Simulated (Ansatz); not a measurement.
Consider the redistribution: `[NH2][Al]([Cl])[Br]` + `[F][Ti]([F])([F])[Br]` → `[Cl][Al]([Br])[Br]` + `[NH2][Ti]([F])([F])[F]`.

Program: Ansatz. Geometries: PBE0-D4/def2-TZVP. ΔE: electronic, gas phase. CBS: MP2 limit from def2 TZ/QZ plus the TZ coupled-cluster correction, frozen cores. DFT in def2-TZVPP. B3LYP here is the variant with VWN-RPA as its local correlation; programs differ in this. For Br, Ti outer-core shells are correlated without core-valence functions, which leaves a few kJ/mol of doubt a bond. Scalar relativity is left out up to krypton. One conformer a species, not always the lowest.

| level | ΔE (kJ/mol) | difference from CCSD(T)/CBS |
| --- | --- | --- |
| revPBE-D4 | 15.9 | 5.1 |
| BLYP-D4 | 20.3 | 9.5 |
| r2SCAN-D4 | 22.4 | 11.6 |
| r2SCAN0-D4 | 17.0 | 6.2 |
| ωB97M-V | 13.0 | 2.2 |
| PBE-QIDH | 16.6 | 5.8 |
| BLYP | 21.7 | 10.9 |
| PBE0 | 14.4 | 3.6 |
| B3LYP | 18.3 | 7.5 |
| r2SCAN0 | 17.1 | 6.3 |
| BHLYP | 14.2 | 3.4 |
| HF/def2-SVP | -8.2 | -19.0 |
| MP2/def2-SVP | 11.0 | 0.2 |
| MP2/def2-TZVPP | 18.9 | 8.1 |
| SCS-MP2/def2-TZVPP | 16.6 | 5.8 |
| CCSD(T)/def2-TZVPP | 15.9 | 5.1 |
| CCSD(T)/CBS | 10.8 | 0 |

Largest T1 diagnostic among the species: 0.024, so the coupled-cluster value is less sure than usual.

From PBE to PBE0 (25 % exact exchange), in def2-TZVPP and without D4, ΔE moves by −4.0 kJ/mol. Leaving LDA and LC-ωPBE aside and taking each functional with its dispersion term where it has one, the values, not all of them listed here, spread over 11.4 kJ/mol, from BHLYP-D4 to B97M-V.
